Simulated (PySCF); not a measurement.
A made-up structure of B$_{2}$H$_{2}$Se, closed shell:

| atom | x (Å) | y (Å) | z (Å) |
| --- | --- | --- | --- |
| B1 | -0.6733 | -0.1802 | -0.4369 |
| B2 | 0.5293 | 0.5479 | 0.3083 |
| Se3 | 0.5363 | -1.3798 | 0.4818 |
| H4 | 0.6898 | -2.4918 | 1.4917 |
| H5 | 1.2546 | 1.3841 | 0.7229 |

It is relaxed with PBE-D4/def2-SVP and then PBE0-D4/def2-TZVP (PySCF 2.14 with density fitting (its default auxiliary sets; JK sets also for MP2 and CCSD(T))). Atoms count as bonded within 1.22 times the sum of their covalent radii (H–H: 0.88 Å). The end point is not checked to be a true minimum.

Problem. Does its bonding change? (A judgement: the text doesn't fix the answer.)

Solution. By the calculation: Yes. Formed: none; broken: B2–Se3.

Where it ends: The first stage lowers the energy by 3.32 eV in 31 steps. It ends as B₂H₂Se ([BH][B][SeH]):
B1  (0.624, -0.460, 0.494)
B2  (0.790, 1.044, 0.517)
Se3  (0.724, -2.293, 0.419)
H4  (-0.702, -2.652, 0.622)
H5  (0.867, 2.217, 0.544)
(Å)

Labels in which every atom is bracketed show which atoms are joined, not bond orders.

For scale, one of the runs: PBE0-D4/def2-TZVP relaxation, 122 basis functions, launched by `OMP_NUM_THREADS=2 python run.py`. Hardware: 2 CPU threads of an Arm Neoverse V2, shared host. Wall time 49 s; peak host memory 1.2 GiB.
